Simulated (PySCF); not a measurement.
The PySCF input:
```python
from pyscf import gto, scf, dft

mol = gto.Mole()
mol.atom = '''
    C     1.487109    1.205395   -0.616181
    C     0.774661   -0.074319   -0.170811
    C     1.278228   -1.247321   -1.005151
    O     1.146419   -0.294122    1.210154
    B     0.093936    0.018247    1.998085
    O    -1.028089    0.317107    1.306803
    C    -0.787332    0.071858   -0.098711
    C    -1.537322   -1.215149   -0.451888
    C    -1.367953    1.229892   -0.903367
    H     2.558595    1.065956   -0.492021
    H     1.184620    2.045166    0.004108
    H     1.278370    1.426115   -1.659184
    H     0.923671   -2.194056   -0.610474
    H     2.365032   -1.257414   -0.976972
    H     0.954268   -1.140708   -2.037436
    H    -2.592554   -1.072552   -0.230320
    H    -1.427161   -1.455017   -1.505678
    H    -1.177258   -2.043736    0.152487
    H    -0.978746    2.183358   -0.561010
    H    -1.142171    1.104209   -1.959376
    H    -2.447330    1.241428   -0.773547
'''
mol.basis = '6-31g*'
mol.charge = 0
mol.spin = 1
mol.verbose = 3
mol.build()

mf = dft.UKS(mol)
mf.xc = 'bhandhlyp'
mf.grids.atom_grid = (99, 590)
mf.grids.prune = None
mf.kernel()
```

Estimate the nuclear repulsion energy that BHANDHLYP/6-31G* in PySCF returns for this input.

488.7075 Eh

Give the number of basis functions at the level BHANDHLYP/6-31G*.

150

Give the Mulliken (on the basis functions themselves) charges in atom order at the level BHANDHLYP/6-31G*.

C1 -0.48, C2 0.27, C3 -0.48, O4 -0.50, B5 0.38, O6 -0.50, C7 0.27, C8 -0.48, C9 -0.48, H10 0.18, H11 0.17, H12 0.16, H13 0.17, H14 0.17, H15 0.16, H16 0.18, H17 0.16, H18 0.17, H19 0.17, H20 0.16, H21 0.17

What total energy does BHANDHLYP/6-31G* give?

-410.943524 Ha

These values belong to the state on which the SCF converged, which isn't shown to be the lowest.

Roughly what does it cost on one core?

about 2.6 core-minutes (a rough figure).
